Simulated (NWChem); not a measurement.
**Correlation energy of CH₃BO**

```xyz
6

B      1.2813     0.3800     0.0000
H      1.7441    -0.0986     1.0226
H      1.7441    -0.0986    -1.0226
H      1.2403     1.5995     0.0000
O     -1.2605    -0.3738     0.0000
C     -0.1752    -0.0520     0.0000
```
Charge 0, spin multiplicity 1.

All runs are NWChem calculations. All single points use one geometry, from PBE0/def2-SVP, a minimum by its harmonic frequencies.

Basis set: STO-3G. Each correlation energy counts from its own Hartree-Fock reference.

The correlated methods keep 3 core orbitals frozen. The structure started from a generated list of species. Coupled-cluster values serve here as a point of comparison, not as the truth.

```json
[
 {"method": "SCS-MP2", "correlation energy (mHa)": "-182.4"},
 {"method": "CCSDT", "correlation energy (mHa)": "-208.7"},
 {"method": "CCSD+T(CCSD)", "correlation energy (mHa)": "___"},
 {"method": "CCSD(T)", "correlation energy (mHa)": "-207.5"},
 {"method": "CR-CCSD[T]", "correlation energy (mHa)": "-207.9"},
 {"method": "CCSD", "correlation energy (mHa)": "___"},
 {"method": "CR-CCSD(T)", "correlation energy (mHa)": "-205.9"},
 {"method": "MP2", "correlation energy (mHa)": "___"}
]
```

**Question.** Fill in the missing entries.

**Answer.** 
- CCSD+T(CCSD), correlation energy (mHa): -210.2
- CCSD, correlation energy (mHa): -199.8
- MP2, correlation energy (mHa): -180.6
